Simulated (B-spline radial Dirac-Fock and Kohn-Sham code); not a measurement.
## Two-hole binding energies of Tm⁴²⁺

System: thulium as Tm⁴²⁺, [Ar] 3d9.

Level of theory: ΔSCF Dirac-Fock with Breit, self-energy and vacuum polarisation, finite nucleus, configuration average; a radial B-spline solver. U is the two-hole binding energy less the two single-hole energies, the effective repulsion of the holes after relaxation. Each two-hole energy is an average over J within one jj subconfiguration.

```csv
holes,E(a) (eV),E(b) (eV),E(ab) (eV),U (eV)
1s⁻²,61508.5,61508.5,124335.9,1318.9
1s⁻¹ 2p1/2⁻¹,61508.5,11694.6,?,?
1s⁻¹ 2p3/2⁻¹,61508.5,10719.3,72601.9,374.1
1s⁻¹ 3p1/2⁻¹,61508.5,4021.8,65698.6,168.2
1s⁻¹ 3p3/2⁻¹,61508.5,3800.3,65462.9,154.1
2s⁻²,12187.5,12187.5,24636.3,261.3
2p1/2⁻¹ 2p3/2⁻¹,11694.6,10719.3,22697.2,283.4
2s⁻¹ 3p1/2⁻¹,12187.5,4021.8,16349.4,140.1
2s⁻¹ 3p3/2⁻¹,12187.5,3800.3,16121.6,133.8
2p3/2⁻¹ 3s⁻¹,10719.3,4232.9,15086.6,134.5
2p3/2⁻¹ 3p1/2⁻¹,10719.3,4021.8,14884.0,142.9
3p1/2⁻²,4021.8,4021.8,8158.2,114.5
3p1/2⁻¹ 3p3/2⁻¹,4021.8,3800.3,7927.5,105.3
3p3/2⁻²,3800.3,3800.3,7705.3,104.6
```

Task: Give the missing two-hole energy and U.

Result: E(ab) = 73634.9 eV and U = 431.8 eV.

Values without a named source are computed, but for edge energies of neutral atoms, which are taken from tables.
